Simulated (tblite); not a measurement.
C5H11F2PSi2.
Geometry (GFN2-xTB, Å), atoms numbered from 1 in this order:
```xyz
21
C5H11F2PSi2 angstrom
C     -2.801   -0.366   -2.242
C     -1.913    0.125   -1.606
C     -0.859    0.712   -0.809
C     -1.423    1.288    0.495
Si     0.530   -0.583   -0.470
Si     2.039    0.170    1.138
P      2.413    2.337    0.668
C     -0.353   -2.154    0.254
F     -0.760   -1.928    1.538
F      0.540   -3.183    0.329
H     -3.580   -0.781   -2.809
H     -0.421    1.534   -1.386
H     -1.833    0.500    1.124
H     -0.638    1.805    1.046
H     -2.218    2.000    0.281
H      1.023   -1.073   -1.770
H      1.518    0.175    2.511
H      3.286   -0.609    1.152
H      3.594    2.423    1.374
H      3.073    2.091   -0.522
H     -1.226   -2.524   -0.298
```

All values are computed: GFN2-xTB (tblite) harmonic vibrations without scaling, gas phase. This tight-binding method is rough: wavenumbers can miss measured ones by several per cent, in bad cases by 10 to 20. Modes of hydrogen on phosphorus and silicon can be 10 to 20 % off. One conformer, not necessarily the lowest.

Harmonic wavenumbers (cm⁻¹): 25.2, 35.9, 39.8, 56.1, 71.8, 91.5, 104.7, 109.0, 148.1, 196.6, 204.9, 238.3, 289.6, 322.4, 364.9, 392.7, 428.4, 465.4, 486.4, 490.9, 518.5, 563.1, 603.0, 614.0, 634.4, 659.6, 664.9, 679.9, 706.8, 718.7, 785.5, 912.6, 988.7, 1002.5, 1068.5, 1083.2, 1096.9, 1149.9, 1191.7, 1219.3, 1268.2, 1271.1, 1412.6, 1485.3, 1503.0, 2165.8, 2186.8, 2211.7, 2279.5, 2311.2, 2406.6, 2902.2, 2906.9, 3008.7, 3028.6, 3043.1, 3395.9.

A = 926.7, B = 578.6, C = 418.4 MHz; mass 196.010 u (most abundant isotopes); point group C1, symmetry number 1.

Q: Zero-point energy?

A: Half the sum of the wavenumbers: 30106 cm⁻¹ = 360.15 kJ/mol.

Q: What is S at 350 K and 1 bar for an ideal gas of classical rigid rotors and harmonic oscillators?

A: Translation 178.02, rotation 134.37, vibration 274.94: S = 587.3 J/(mol K).

Q: And Cp and H(350 K) − H(0)?

A: Cp = 259.11 J/(mol K), of which vibrations give 225.85 (their classical limit is 57 R = 473.9); H(350 K) − H(0) = 56.88 kJ/mol without the zero-point energy, 45.24 from vibrations.

Q: Which modes carry the vibrational entropy at 350 K?

A: 25.2 cm⁻¹: 27.17; 35.9 cm⁻¹: 24.23; 39.8 cm⁻¹: 23.38; 56.1 cm⁻¹: 20.53; 71.8 cm⁻¹: 18.49; 91.5 cm⁻¹: 16.49 J/(mol K); the other 51 give 144.65 together.

Q: How do the functions run with temperature in this model?

A: 
```
T (K)  S (J/(mol K))  Cp (J/(mol K))  H − H(0) (kJ/mol)  G − H(0) (kJ/mol)  ln q(vib)
  100          361.3           121.0               8.17             -27.96       5.07
  200          464.4           183.0              23.40             -69.48      10.45
  300          549.1           236.6              44.47            -120.27      15.26
  500          689.2           312.2              99.96            -244.65      23.85
  800          852.0           379.4             204.62            -476.94      34.82
 1000          939.9           408.3             283.55            -656.35      41.17
```

q(vib) and H(0) count from the zero-point level.

Hindered rotation and anharmonicity are outside this model. Other conformers, if any are populated, would add a mixing term that is left out. The structure is chiral; the term R ln 2 for an equal mix with its mirror image is left out.
